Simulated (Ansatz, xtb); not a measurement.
## Two isomers of C5H11NO

We compare a, `CO[C@H]1C[C@@H](N)C1`, a singlet, with b, `CO[C@@H]1CC[C@H]1N`, a singlet. Both are isolated molecules in the gas phase, relaxed with B3LYP/def2-SVP; the shapes shown needn't be the lowest conformers.

a (Å):

```xyz
18

C    -2.4399   -2.0415    1.2826
C    -0.9325   -0.7021    0.0668
C    -0.7345    0.5219   -0.8420
C     0.5597    0.8557   -0.0624
C     0.0514   -0.0712    1.0908
N     0.8628    2.2542    0.1346
O    -2.2611   -0.9251    0.4510
H    -3.5139   -2.1271    1.5048
H    -2.1060   -2.9801    0.7942
H    -1.8912   -1.9456    2.2410
H    -0.5031   -1.6223   -0.3809
H    -1.5220    1.2620   -0.6256
H    -0.6725    0.3718   -1.9301
H     1.4290    0.3889   -0.5562
H     0.1193    2.7129    0.6629
H     1.7210    2.3722    0.6739
H    -0.5133    0.5147    1.8348
H     0.7776   -0.7190    1.6073
```

b (Å):

```
atom    x (Å)    y (Å)    z (Å)
   C   1.6642   0.1655   1.7431
   C  -0.4505   0.0113   0.7186
   C  -0.7399  -1.4792   0.3826
   C  -1.9945  -1.0060  -0.3917
   C  -1.3708   0.4271  -0.4429
   N  -2.1436   1.6364  -0.2970
   O   0.8575   0.4960   0.6429
   H   1.2519   0.5636   2.6930
   H   1.7907  -0.9295   1.8609
   H   2.6560   0.6125   1.5791
   H  -0.9135   0.2883   1.6904
   H   0.0367  -1.8683  -0.2941
   H  -0.8818  -2.1848   1.2145
   H  -2.2282  -1.5004  -1.3470
   H  -2.8985  -1.0195   0.2398
   H  -0.7373   0.5212  -1.3406
   H  -2.8493   1.5336   0.4333
   H  -2.6413   1.8647  -1.1571
```

Which of the two would you expect CCSD(T)/def2-SVP + ΔMP2/def2-TZVPP electronic energies to favour?

CCSD(T)/def2-SVP + ΔMP2/def2-TZVPP gives E(b) − E(a) = +0.15 kcal/mol, slightly favouring structure a, which is too small a margin to settle the true order.

The same difference at several levels:

| level | geometry | E(b) − E(a) (kcal/mol) | departure from the last row (kcal/mol) | job, with rough time for the two |
| --- | --- | --- | --- | --- |
| GFN2-xTB | GFN2-xTB | +0.62 | +0.47 | optimisation, 0.17 s |
| HF/STO-3G | GFN2-xTB | +0.53 | +0.38 | single point, 0.54 s |
| r2SCAN-D4/def2-SVP | GFN2-xTB | +0.57 | +0.42 | single point, 6.9 s |
| B3LYP/def2-SVP | B3LYP/def2-SVP | +0.18 | +0.02 | optimisation, 93 s |
| HF/def2-SVP | B3LYP/def2-SVP | +0.19 | +0.03 | part of the CCSD(T) run |
| MP2/def2-SVP | B3LYP/def2-SVP | 0.00 | −0.16 | part of the CCSD(T) run |
| CCSD(T)/def2-SVP | B3LYP/def2-SVP | +0.04 | −0.12 | single point |
| CCSD(T)/def2-SVP + ΔMP2/def2-TZVPP | B3LYP/def2-SVP | +0.15 |  | single point, 3.4 min |

As drawn, both hold the same kinds of bond in the same numbers.

The largest departure from CCSD(T)/def2-SVP + ΔMP2/def2-TZVPP is that of GFN2-xTB, 0.47 kcal/mol. The last row adds to CCSD(T) the change of the MP2 difference between the two basis sets, here +0.12 kcal/mol.

With thermal terms from frequencies at re-optimised GFN2-xTB minima (ideal gas, soft modes damped towards free rotors, one conformer each, 298.15 K, 1 atm): on the last row, ΔE + ΔZPE = +0.11, ΔH = +0.17, ΔG = +0.04 kcal/mol.

The correlated steps freeze 7 core orbitals. Programs: Ansatz 0.2.0, xtb 6.7.1; the last row on 2 threads of Arm Neoverse V2 on a shared host.
